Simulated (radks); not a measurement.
Results of a calculation; reference values are marked as such.
The nuclear charge of neutral potassium is varied continuously with 19 electrons held in [Ar] 4s1. Level of theory: non-relativistic Kohn-Sham, r2SCAN, spin-unpolarised, spherical densities, point nucleus; meta-GGA in the generalised Kohn-Sham scheme (a radial shooting solver on a logarithmic mesh with Libxc functionals). By the Hellmann-Feynman theorem dE/dZ = E(electron-nucleus)/Z, the electronic potential at the nucleus.

Z     E (hartree)  E(electron-nucleus)/Z (hartree)  HOMO  e(HOMO) (eV)  <r> HOMO (bohr)
18.8   -584.99716                         -73.8942    4s        -1.330            5.848
19     -599.87700                         -74.9037    4s        -2.282            5.225
19.2   -614.95844                         -75.9104    4s        -3.369            4.774
19.4   -630.24101                         -76.9151    4s        -4.576            4.426
19.6   -645.72437                         -77.9182    4s        -5.891            4.145
19.8   -661.40823                         -78.9202    4s        -7.307            3.912
20     -677.29238                         -79.9211    4s        -8.820            3.713

The central difference of E at Z = 19 is -74.903 hartree, to compare with the third column; the second derivative is -5.04 hartree.
